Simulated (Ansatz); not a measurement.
The cluster Ni2H, relaxed as a doublet with UKS r2SCAN-D4/def2-TZVP in Ansatz, starting from the GFN2-xTB geometry. Force threshold 0.02 eV/Å.

The structure comes from a short search, and lower isomers may exist.

Start:

```xyz
3

Ni   -0.233   -0.555   -1.061
Ni    0.572    0.893    0.604
H    -0.339   -0.339    0.457
```

Q: Estimate the energy that the relaxation releases and the steps that it takes.

A: 3.0 kcal/mol, in 5 steps; 1.8 min on 4 threads of Arm Neoverse N1 on a shared host. No frequencies were taken in this run, so the end may be a saddle point.

Q: Does the start keep its bonding and symmetry?

A: By distances, no bond broke or formed. The bond that changes most is Ni1–H3, from 1.54 to 1.56 Å (atoms count from 1). Point group C2v at the start, C2v at the end, both within 0.05 Å.

Q: Predict the relaxed structure.

A: 
```xyz
3

Ni   -0.181   -0.480   -1.031
Ni    0.565    0.862    0.513
H    -0.383   -0.382    0.517
```
Bond lengths (bridged metal pairs left out): 2 × H–Ni 1.56 Å.
